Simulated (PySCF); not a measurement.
## Correlation energy of Ag¹²⁺ (silver, charge +12)

Starting occupation: [Ar] 3d10 4s2 4p5, 4p1/2 with m_j = -1/2, +1/2, 4p3/2 with m_j = -1/2, +1/2, +3/2. All numbers are calculated (PySCF 2.14, X2C-1e with screened-nucleus spin-orbit coupling, Gaussian nucleus, in an uncontracted even-tempered set (18 s from 0.5 bohr⁻², ratio 2.8; 14 p from 0.65 bohr⁻², ratio 2.8; 9 d from 1.1 bohr⁻², ratio 2.8; 4 f from 5.1 bohr⁻², ratio 3)). Frozen: [Ne]; 25 electrons correlated; the 76 highest virtual spinors left out.

MP2 pair energies summed by pair of shells (mhartree):

| pair | energy | share (%) |
| --- | --- | --- |
| 3d3/2-3d5/2 | -182.68 | 18.6 |
| 3d5/2-3d5/2 | -128.66 | 13.1 |
| 3d5/2-3p3/2 | -56.70 | 5.8 |
| 4p1/2-4p3/2 | -56.19 | 5.7 |
| 3d3/2-3d3/2 | -55.17 | 5.6 |
| 3d5/2-4p3/2 | -42.98 | 4.4 |
| 3d3/2-3p3/2 | -38.69 | 3.9 |
| 4p3/2-4p3/2 | -37.39 | 3.8 |
| 4p3/2-4s1/2 | -31.59 | 3.2 |
| 3d5/2-4p1/2 | -30.43 | 3.1 |
| 3d3/2-4p3/2 | -28.30 | 2.9 |
| 3d5/2-3p1/2 | -27.47 | 2.8 |
| 3d5/2-3s1/2 | -22.69 | 2.3 |
| 3d5/2-4s1/2 | -20.57 | 2.1 |
| 3p3/2-3p3/2 | -20.09 | 2.1 |
| 3d3/2-4p1/2 | -19.77 | 2.0 |
| 3p1/2-3p3/2 | -19.15 | 2.0 |
| 4p1/2-4p1/2 | -18.23 | 1.9 |
| 3d3/2-3p1/2 | -17.63 | 1.8 |
| 4p1/2-4s1/2 | -16.29 | 1.7 |
| 3d3/2-3s1/2 | -15.17 | 1.5 |
| 3d3/2-4s1/2 | -13.24 | 1.4 |
| 3p3/2-4p3/2 | -11.52 | 1.2 |
| 3p3/2-3s1/2 | -10.54 | 1.1 |
| 3p3/2-4p1/2 | -8.52 | 0.9 |
| 4s1/2-4s1/2 | -8.31 | 0.8 |
| 3p3/2-4s1/2 | -8.23 | 0.8 |
| 3p1/2-4p3/2 | -5.24 | 0.5 |
| 3p1/2-3s1/2 | -5.24 | 0.5 |
| 3p1/2-3p1/2 | -5.05 | 0.5 |

Total MP2 correlation energy: -979.82 mhartree.
